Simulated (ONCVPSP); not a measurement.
## Pseudopotential generation for Ni: ONCV, PBE, scalar-relativistic.

```json
{
  "Element": "Ni",
  "Generator": "ONCVPSP 4.0.1",
  "Type": "optimised norm-conserving Vanderbilt (ONCV)",
  "Functional": "PBE",
  "Relativity": "scalar-relativistic",
  "Frozen core": "[Ne]",
  "Valence charge": "18",
  "Reference configuration": "3s2 3p6 3d8 4s1.5 4p0.5",
  "Partial waves": "3s+4s: rc 1.25 bohr, ncon 4, nbas 8, qcut 10.5 1/bohr, 2 projectors; 3p+4p: rc 1.25 bohr, ncon 4, nbas 7, qcut 11.5 1/bohr, 2 projectors; 3d: rc 1.20 bohr, ncon 3, nbas 8, qcut 10.5 1/bohr, 2 projectors, debl 0.6 Ha",
  "Local potential": "polynomial inside 0.90 bohr (lpopt 5, dvloc0 0 Ha)",
  "Core correction": "none"
}
```

All-electron outer shells of the reference configuration (PBE, scalar-relativistic, ld1.x):

| shell | level (eV) | outermost node (bohr) | outermost maximum (bohr) |
| --- | --- | --- | --- |
| 2s | -982.83 | 0.07 | 0.21 |
| 2p | -845.68 | – | 0.16 |
| 3s | -112.11 | 0.30 | 0.64 |
| 3p | -72.44 | 0.27 | 0.65 |
| 3d | -9.90 | – | 0.63 |
| 4s | -6.31 | 0.92 | 2.21 |
| 4p | -1.71 | 1.00 | 3.10 |

Calculated quality:

| Property | Result |
| --- | --- |
| Cutoffs needed | 51 Ha and 122 Ha (the cutoffs (Ha) at which the residual kinetic energy of the hardest occupied pseudo-wave falls to 1 and 0.1 mHa per electron) |
| Ghost test | no bound ghost flagged; no localised positive-energy state flagged |
| Largest excitation error | +14 meV (all-electron minus pseudo) for 3s2 3p6 3d9 4s1 4p0, out of 4 test configurations |

Generation and tests took about 3.8 s on one core of a shared server CPU.
